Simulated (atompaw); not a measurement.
An all-electron radial function and its pseudo partner (V)

Columns: radius, all-electron u(r) and pseudo u(r) of the 4p shell (level -9.83 eV) of vanadium in the configuration [Ar] 3d3 4s0.5 4p0; PBE, scalar-relativistic, PAW (atompaw) scheme, atompaw 4.2.0.5.

```json
{"r (bohr)": "0.115", "all-electron": "0.1362", "pseudo": "0.0026"}
{"r (bohr)": "0.231", "all-electron": "0.1208", "pseudo": "0.0104"}
{"r (bohr)": "0.346", "all-electron": "-0.0083", "pseudo": "0.0231"}
{"r (bohr)": "0.462", "all-electron": "-0.1401", "pseudo": "0.0407"}
{"r (bohr)": "0.577", "all-electron": "-0.2267", "pseudo": "0.0624"}
{"r (bohr)": "0.692", "all-electron": "-0.2622", "pseudo": "0.0879"}
{"r (bohr)": "0.808", "all-electron": "-0.2539", "pseudo": "0.1169"}
{"r (bohr)": "0.923", "all-electron": "-0.2143", "pseudo": "0.1483"}
{"r (bohr)": "1.038", "all-electron": "-0.1544", "pseudo": "0.1817"}
{"r (bohr)": "1.154", "all-electron": "-0.0826", "pseudo": "0.2168"}
{"r (bohr)": "1.269", "all-electron": "-0.0066", "pseudo": "0.2524"}
{"r (bohr)": "1.385", "all-electron": "0.0706", "pseudo": "0.2883"}
{"r (bohr)": "1.500", "all-electron": "0.1445", "pseudo": "0.3236"}
{"r (bohr)": "1.615", "all-electron": "0.2140", "pseudo": "0.3578"}
{"r (bohr)": "1.731", "all-electron": "0.2785", "pseudo": "0.3910"}
{"r (bohr)": "1.846", "all-electron": "0.3363", "pseudo": "0.4221"}
{"r (bohr)": "1.962", "all-electron": "0.3880", "pseudo": "0.4513"}
{"r (bohr)": "2.077", "all-electron": "0.4328", "pseudo": "0.4779"}
{"r (bohr)": "2.192", "all-electron": "0.4713", "pseudo": "0.5020"}
{"r (bohr)": "2.308", "all-electron": "0.5039", "pseudo": "0.5235"}
{"r (bohr)": "2.423", "all-electron": "0.5305", "pseudo": "0.5420"}
{"r (bohr)": "2.538", "all-electron": "0.5515", "pseudo": "0.5576"}
{"r (bohr)": "2.654", "all-electron": "0.5676", "pseudo": "0.5703"}
{"r (bohr)": "2.769", "all-electron": "0.5789", "pseudo": "0.5798"}
{"r (bohr)": "2.885", "all-electron": "0.5860", "pseudo": "0.5861"}
{"r (bohr)": "3.000", "all-electron": "0.5892", "pseudo": "0.5892"}
```

Problem. How many radial nodes do the two functions have?

Solution. The all-electron 4p function has n − l − 1 = 2; the pseudo-wave has 0, since the states of the same l below it are removed with the core.

Problem. Is the pseudo-wave norm-conserving?

Solution. No, it belongs to a PAW set: the norm inside the radius is not constrained, and the difference is carried by the augmentation charge.
